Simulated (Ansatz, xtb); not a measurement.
# C3H8AlF: which of two isomers lies lower

Structure a: `CC[CH2][AlH][F]`, a singlet. Structure b: `C[CH2][Al]([CH3])[F]`, a singlet. Both are isolated molecules in the gas phase, relaxed with B3LYP-D3(BJ)/def2-SVP; the shapes shown needn't be the lowest conformers.

a (Å):

```xyz
13

C     0.3558   -0.4023    0.2018
C    -0.3920   -1.4509   -0.6228
C    -1.9167   -1.2452   -0.6152
Al   -2.7739   -1.2754    1.1422
F    -1.9447   -1.9807    2.4155
H     0.1371    0.6181   -0.1566
H     0.0676   -0.4584    1.2663
H     1.4469   -0.5446    0.1531
H    -0.0142   -1.4341   -1.6611
H    -0.1518   -2.4543   -0.2308
H    -2.1784   -0.2861   -1.1035
H    -2.4158   -2.0158   -1.2353
H    -4.2122   -0.7194    1.4883
```

b (Å):

```csv
atom,x (Å),y (Å),z (Å)
C,-0.6592,-2.1135,0.4377
C,-2.7365,-0.4619,-1.8172
C,-0.1905,-2.1510,1.9003
Al,-1.9588,-0.7333,-0.0496
F,-2.4546,0.3172,1.1607
H,0.2071,-1.9971,-0.2432
H,-1.0965,-3.0888,0.1461
H,-2.3505,-1.1699,-2.5686
H,-3.8346,-0.5725,-1.7828
H,-2.5377,0.5609,-2.1822
H,-1.0329,-2.3099,2.5930
H,0.2871,-1.2035,2.1984
H,0.5400,-2.9574,2.0832
```

Question: Estimate E(b) − E(a) at the level CCSD(T)/def2-SVP + ΔMP2/def2-TZVPP.

Answer: Calculated at CCSD(T)/def2-SVP + ΔMP2/def2-TZVPP: E(b) − E(a) = −0.432 eV, so structure b lies lower.

Level by level:

```json
{"level": "GFN2-xTB", "geometry": "GFN2-xTB", "E(b) − E(a) (eV)": "+0.608", "departure from the last row (eV)": "+1.040", "job, with rough time for the two": "optimisation, 0.44 s"}
{"level": "HF/STO-3G", "geometry": "GFN2-xTB", "E(b) − E(a) (eV)": "−0.626", "departure from the last row (eV)": "−0.194", "job, with rough time for the two": "single point, 0.34 s"}
{"level": "r2SCAN-D4/def2-SVP", "geometry": "GFN2-xTB", "E(b) − E(a) (eV)": "−0.477", "departure from the last row (eV)": "−0.045", "job, with rough time for the two": "single point, 4 s"}
{"level": "B3LYP-D3(BJ)/def2-SVP", "geometry": "B3LYP-D3(BJ)/def2-SVP", "E(b) − E(a) (eV)": "−0.383", "departure from the last row (eV)": "+0.049", "job, with rough time for the two": "optimisation, 95 s"}
{"level": "HF/def2-SVP", "geometry": "B3LYP-D3(BJ)/def2-SVP", "E(b) − E(a) (eV)": "−0.379", "departure from the last row (eV)": "+0.053", "job, with rough time for the two": "part of the CCSD(T) run"}
{"level": "MP2/def2-SVP", "geometry": "B3LYP-D3(BJ)/def2-SVP", "E(b) − E(a) (eV)": "−0.354", "departure from the last row (eV)": "+0.078", "job, with rough time for the two": "part of the CCSD(T) run"}
{"level": "CCSD(T)/def2-SVP", "geometry": "B3LYP-D3(BJ)/def2-SVP", "E(b) − E(a) (eV)": "−0.331", "departure from the last row (eV)": "+0.101", "job, with rough time for the two": "single point"}
{"level": "CCSD(T)/def2-SVP + ΔMP2/def2-TZVPP", "geometry": "B3LYP-D3(BJ)/def2-SVP", "E(b) − E(a) (eV)": "−0.432", "departure from the last row (eV)": "", "job, with rough time for the two": "single point, 41 s"}
```

As drawn, b has 1 C–Al, 1 C–H in place of 1 C–C, 1 Al–H.

GFN2-xTB puts the two in the other order. The largest departure from CCSD(T)/def2-SVP + ΔMP2/def2-TZVPP is that of GFN2-xTB, 1.040 eV. The last row adds to CCSD(T) the change of the MP2 difference between the two basis sets, here −0.101 eV.

With harmonic frequencies from B3LYP-D3(BJ)/def2-SVP (ideal gas, rigid rotor, one conformer each, 298.15 K, 1 atm): on the last row, ΔE + ΔZPE = −0.434 eV. A mode under 50 cm⁻¹ makes harmonic enthalpies and free energies unreliable, so none is given.

The correlated steps freeze 9 core orbitals. Codes used: Ansatz 0.2.0, xtb 6.7.1; the last row on 2 threads of Arm Neoverse V1 on a shared host.
